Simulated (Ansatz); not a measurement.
Isomers of B$_{2}$F$_{4}$ (singlet), relaxed with PBE0-D4/def2-SVP; total energies from Ansatz at CCSD(T)/def2-TZVPP.

```json
{"isomer": "A", "description": "point group D2; 4 × B–F 1.32 Å; 1 × B–B 1.72 Å", "energy (Eh)": "-448.77880"}
{"isomer": "B", "description": "point group D2; 4 × B–F 1.32 Å; 1 × B–B 1.72 Å", "energy (Eh)": "-448.77888"}
{"isomer": "C", "description": "point group D2; 4 × B–F 1.32 Å; 1 × B–B 1.73 Å", "energy (Eh)": "-448.77914"}
```

Correlated methods freeze 6 core orbitals.

The isomers come from a short search, and lower ones may exist.

Q: Work out the relative energies (1 Eh = 2625.5 kJ/mol) and the Boltzmann populations at 1200 K from electronic energies alone (R = 8.314 J/mol/K).

A: ΔE: A 0.9, B 0.7, C 0.0 kJ/mol. RT = 9.98 kJ/mol. Factors exp(−ΔE/RT): A 0.914, B 0.932, C 1; sum 2.846. Populations: A 32.1 %, B 32.7 %, C 35.1 %. Zero-point energy, vibrational entropy and symmetry numbers are left out and can shift these; an error of 4 kJ/mol changes a ratio by a factor of 1.5. Over the other density-functional and correlated levels in def2 sets, the gap between C and B ranges from 0 to 1 kJ/mol.
